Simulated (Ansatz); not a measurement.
Relaxation of C2H7BN2 (12 atoms, charge 0, multiplicity 1), to a largest force component of 0.02 eV/Å in at most 50 steps.

The calculation used RKS PBE0-D4/def2-SVP in Ansatz.

```xyz
12
Properties=species:S:1:pos:R:3
C -1.289 0.596 0.920
C 0.027 0.782 0.248
N 0.993 -0.028 0.854
B 0.587 -0.447 -0.561
N 0.539 -1.364 -1.798
H -2.128 0.914 0.172
H -1.378 1.348 1.767
H -1.480 -0.373 1.279
H 0.388 1.800 -0.047
H 1.969 0.400 0.736
H 1.512 -1.370 -2.104
H 0.336 -2.314 -1.431
```

Question: Where does it end, and by what steps?

Answer: The run converged. After 15 steps the energy has fallen by 2.211 eV; H12 moved furthest, 1.10 Å.

| step | energy less start (eV) | largest force component (eV/Å) | accepted |
| --- | --- | --- | --- |
| 0 | 0.0000 | 4.879 | yes |
| 1 | -0.9398 | 2.034 | yes |
| 2 | -1.2515 | 1.123 | yes |
| 3 | -1.4355 | 1.139 | yes |
| 4 | -1.6588 | 0.831 | yes |
| 5 | -1.8984 | 1.261 | yes |
| 6 | -2.0347 | 1.052 | yes |
| 7 | -2.1662 | 0.455 | yes |
| 8 | -2.1921 | 0.332 | yes |
| 9 | -2.1777 | 0.395 | no |
| 10 | -2.1972 | 0.659 | yes |
| 11 | -2.2057 | 0.448 | yes |
| 12 | -2.2056 | 0.350 | no |
| 13 | -2.2087 | 0.283 | yes |
| 14 | -2.2090 | 0.115 | yes |
| 15 | -2.2111 | 0.018 | yes |

```xyz
12
Properties=species:S:1:pos:R:3
C -1.307 0.648 1.011
C -0.101 0.702 0.103
N 1.148 0.084 0.586
B 0.633 -0.495 -0.558
N 0.826 -1.445 -1.556
H -2.232 0.849 0.446
H -1.248 1.396 1.821
H -1.404 -0.344 1.477
H 0.014 1.681 -0.397
H 1.968 0.533 0.970
H 1.642 -2.039 -1.599
H 0.138 -1.627 -2.272
```

Whether the end is a true minimum wasn't checked by a vibrational analysis.

Time of the run: 17 s on 2 threads of AMD EPYC 9R45 96-Core Processor (Zen 5), with other jobs on the host, peak memory 0.24 GiB.
